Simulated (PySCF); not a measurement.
Peak assignment

Atom-mapped SMILES (the numbers label the heavy atoms): `[cH:1]1[cH:2][cH:3][c:4](-[c:5]2[cH:6][cH:7][cH:8][cH:9][cH:10]2)[cH:11][cH:12]1` (H(Xn): hydrogen on atom n).

Computed data (PySCF 2.14): B3LYP/pcSseg-1 with gauge-including orbitals, J couplings at B3LYP/pcJ-1 (without the spin–dipole term), geometry: PBE0-D3(BJ)/def2-SVP. Non-relativistic Hamiltonian, isolated molecule, equivalent nuclei averaged, one computed conformer.

Referencing at the same level of theory: ¹³C, ¹H vs TMS.

Question: Assign these signals to the numbered atoms. ¹³C{¹H} NMR (computed): δ 149.2 (C), 134.7 (CH), 133.7 (CH), 133.1 (CH).

Answer: 
```tsv
δ (ppm)	atoms	environment	reason
149.2	C4/C5	substituted aromatic carbon	–
134.7	C2/C7/C9/C12	aromatic CH	the aromatic region
133.7	C3/C6/C10/C11	aromatic CH	–
133.1	C1/C8	aromatic CH	–
```

C2/C7/C9/C12 and C3/C6/C10/C11; C3/C6/C10/C11 and C1/C8 lie closer than the usual error of such a calculation, so a measured spectrum could show them in the other order.

Question: Assign these signals to the numbered atoms. ¹H NMR (300 MHz, computed): δ 7.50 (m, 4H), 7.42 (m, 4H), 7.32 (m, 2H).

Answer: 
7.50 → H(C3)/H(C6)/H(C10)/H(C11), hydrogen on an aromatic CH: the ring current deshields protons in the ring plane
7.42 → H(C2)/H(C7)/H(C9)/H(C12), hydrogen on an aromatic CH
7.32 → H(C1)/H(C8), hydrogen on an aromatic CH

H(C3)/H(C6)/H(C10)/H(C11) and H(C2)/H(C7)/H(C9)/H(C12); H(C2)/H(C7)/H(C9)/H(C12) and H(C1)/H(C8) lie closer than the usual error of such a calculation, so a measured spectrum could show them in the other order.

Multiplet labels drop couplings under 1 Hz and merge nearly equal ones. Couplings among chemically equivalent protons are left out too, so labels in AA′BB′ or AA′XX′ sets are apparent multiplicities. Unscaled 3J(H,H) at this level run about 10 % above measured values. Shifts are as computed. Against solution values, carbons near 30 ppm lie about +2 ppm off and those near 130 ppm about +6 ppm. Of 1313 compounds with measured shifts, 239 miss one by over three times the rms of a fit or turn the order of signals round; such compounds aren't used in these exercises.
